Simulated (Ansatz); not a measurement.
Two isomers of CH5NSSi: A = `NC1[SiH2]S1`, B = `CS[Si]N`.

Computed with Ansatz on PBE0-D4/def2-TZVP structures; ΔE is electronic, products minus reactants. CCSD(T)/CBS adds triple-zeta CCSD(T) − MP2 to the extrapolated MP2 energy (def2 sets, frozen cores). DFT in def2-TZVPP. Each species was taken in one conformer, which may not be the lowest.

(1) Which isomer does CCSD(T)/CBS put lower? Give the gap. (An estimate is asked.)

(2) Give E(B) − E(A) in kJ/mol with LDA (SPW92), BLYP-D4, CCSD(T)/def2-SVP, PBE0-D4, B2PLYP, CCSD/def2-TZVPP, MP2/def2-TZVPP. (An estimate is asked.)

(3) Does the order hold for the free energy at 298.15 K (harmonic terms from PBE0-D4)? (Estimate.)

Largest T1 diagnostic: 0.013.

## Answers

(1) Computed: B, by 118.8 kJ/mol.

(2) Computed: LDA (SPW92) -101.6, BLYP-D4 -124.9, CCSD(T)/def2-SVP -113.1, PBE0-D4 -108.9, B2PLYP -120.6, CCSD/def2-TZVPP -123.6, MP2/def2-TZVPP -111.4. None reverses the order clearly.

(3) The calculation gave: Yes: G(B) − G(A) = -114.4 kJ/mol, for one conformer each.

Leaving LDA and LC-ωPBE aside and taking each functional with its dispersion term where it has one, the values, not all of them listed here, spread over 22.5 kJ/mol, from ωB97M-V to r2SCAN-D4. LDA lies +7.2 kJ/mol from PBE without D4. From r2SCAN to r2SCAN0 (25 % exact exchange), in def2-TZVPP and without D4, E(B) − E(A) moves by −3.0 kJ/mol.
